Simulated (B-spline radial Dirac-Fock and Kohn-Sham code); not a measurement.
**K-line shifts caused by a second vacancy in Nd⁴⁺**

System: neodymium as Nd⁴⁺, [Xe] 4f2.

Input file task.json (cfg lists n, l and occupation; rrms is the nuclear radius in fm):

```json
{"items": [{
  "Z": 60,
  "q": 4,
  "cfg": [[1, 0, 2], [2, 0, 2], [2, 1, 6], [3, 0, 2], [3, 1, 6], [3, 2, 10], [4, 0, 2], [4, 1, 6], [4, 2, 10], [4, 3, 2], [5, 0, 2], [5, 1, 6]],
  "A": 142,
  "rrms": 4.9123,
  "do": ["binding", "quiet", "double"]
}]}
```

Run with: `python xray_run.py task.json out`

Level of theory: Dirac-Fock ΔSCF + Breit + QED; a radial atomic solver. Each two-hole energy is an average over J within one jj subconfiguration, not an observable level; in light atoms, where LS coupling holds, the j-resolved values are not observed lines, and for a K spectator the Kα1 hypersatellite is nearly forbidden. Electron correlation is not included.

Lines without a spectator: Kα2 (K-L2) 36843.3 eV, Kα1 (K-L3) 37357.0 eV, Kβ3 (K-M2) 42158.5 eV, Kβ1 (K-M3) 42262.9 eV. Shifts in eV with one spectator hole (a dash: not computed, or left out as unreliable):

| spectator hole | Kα2 | Kα1 | Kβ3 | Kβ1 |
| --- | --- | --- | --- | --- |
| K (1s) | +728.9 | +763.5 | +936.2 | +944.0 |
| L2 (2p1/2) | +85.4 | +110.4 | – | +224.7 |
| L3 (2p3/2) | +75.8 | +78.5 | +187.5 | – |
| M2 (3p1/2) | – | +14.73 | +31.6 | +37.8 |
| M3 (3p3/2) | +9.61 | – | +30.1 | +29.82 |
| M4 (3d3/2) | +2.44 | -0.80 | – | – |
| M5 (3d5/2) | -1.71 | +1.01 | – | – |

With n spectator holes in 2p, averaged over the 2p shell (energies in eV):

| n | KαLⁿ | step | hypersatellite KαʰLⁿ |
| --- | --- | --- | --- |
| 0 | 37185.7 | – | 37937.7 |
| 1 | 37272.5 | +86.8 | 38026.1 |
| 2 | 37360.6 | +88.1 | 38115.9 |
| 3 | 37450.2 | +89.6 | 38207.1 |
| 4 | 37541.1 | +91.0 | 38299.8 |
| 5 | 37633.5 | +92.4 | 38393.9 |
